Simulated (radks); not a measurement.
Species: the calcium ion Ca10+. Configuration: [Ne]. Calculated with a radial shooting solver on a logarithmic mesh with Libxc functionals: scalar-relativistic Kohn-Sham, PBE, spin-polarised, spherical densities, finite nucleus; Fermi nuclear charge, rms radius 3.4776 fm.

Normalised radial functions P(r) = r R(r), r in bohr:

```
   r/bohr * 1s, o 2s (the largest magnitude, 3.24, reaches the edge; | marks zero, & curves that meet)
 0.004107                             | o   *
 0.004976                             | o    *
 0.006078                             | o     *
 0.007364                             |  o     *
 0.008995                             |  o       *
  0.01099                             |   o        *
  0.01331                             |   o          *
  0.01626                             |    o           *
   0.0197                             |     o             *
  0.02406                             |     o               *
  0.02939                             |      o                *
  0.03561                             |      o                  *
  0.04349                             |      o                   *
   0.0527                             |     o                    *
  0.06437                             |    o                    *
  0.07862                             |   o                   *
  0.09526                             |o                   *
   0.1164                           o |                *
    0.141                        o    |            *
   0.1722                    o        |        *
   0.2103                 o           |    *
   0.2548               o             |  *
   0.3113              o              |*
   0.3771                o            *
   0.4606                  o          *
   0.5626                     o       *
   0.6817                        o    *
   0.8327                           o *
    1.009                            o*
    1.232                             &
```

1s: eigenvalue -4190.1 eV, 0 radial nodes, <r> = 0.0768 bohr, 90 % of the charge inside 0.137 bohr. 2s: eigenvalue -637.64 eV, 1 radial node at r = 0.104 bohr, <r> = 0.359 bohr, 90 % of the charge inside 0.557 bohr.
